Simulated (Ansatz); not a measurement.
Si8NH16, a doped cluster cut from the lattice of silicon (N on a surface site) was relaxed with PBE-D4 (def2-SVP) in Ansatz in these states: charge +1 singlet, neutral doublet. The geometries follow in no particular order.

A:

```xyz
25

Si    0.464   -1.095    2.674
Si    2.464    0.337   -0.246
Si   -0.584   -1.965   -0.770
Si   -2.307    0.439    0.450
Si    0.231    1.133   -3.279
Si    1.330   -1.571    0.542
Si   -0.909    0.784    2.325
Si    1.075    1.954   -1.255
N    -1.481   -0.441   -0.845
H     1.526   -0.824    3.708
H    -0.385   -2.251    3.140
H     3.244    0.982    0.875
H     3.453   -0.079   -1.308
H    -1.388   -3.090   -0.157
H    -0.247   -2.354   -2.183
H    -3.540   -0.287    0.943
H    -2.761    1.752   -0.131
H     0.622   -0.295   -3.570
H    -1.265    1.272   -3.445
H     2.246   -2.770    0.563
H    -1.794    1.055    3.518
H    -0.016    1.981    2.125
H     1.949    3.154   -1.531
H    -0.047    2.427   -0.370
H    -1.879   -0.247   -1.773
```

B:

```xyz
25

Si   -2.6232    0.6783    0.9900
Si    1.1025    1.5604    2.0101
Si   -0.0233   -1.9487    0.8845
Si   -0.7826   -0.8629   -2.0487
Si    2.2229   -0.5637   -0.9338
Si   -0.6526   -0.0144    2.0688
Si   -1.9905    1.0018   -1.2541
Si    1.9884    1.6497   -0.1719
N     0.5715   -1.5039   -0.8694
H    -3.1774    1.9477    1.5710
H    -3.6248   -0.4420    1.0523
H     0.6075    2.9112    2.4447
H     2.1990    1.0697    2.9157
H    -1.1703   -2.8761    0.5993
H     1.1431   -2.7125    1.4386
H    -1.6538   -2.0785   -2.1941
H    -0.0118   -0.6143   -3.3144
H     3.0970   -1.3926   -0.0376
H     2.6352   -0.7236   -2.3671
H    -0.8994   -0.5148    3.4682
H    -3.1569    1.0394   -2.2043
H    -1.1423    2.2270   -1.4313
H     3.3956    2.1820   -0.1853
H     1.1368    2.4083   -1.1477
H     0.8095   -2.4276   -1.2835
```

**Question.** Judge from the bond lengths which geometry belongs to which state (an estimate).

**Answer.** A is the neutral doublet (Si4–N9 1.770 Å, Si3–N9 1.771 Å, Si5–H19 1.512 Å); B is the charge +1 singlet (Si4–N9 1.907 Å, Si3–N9 1.905 Å, Si5–H19 1.500 Å).
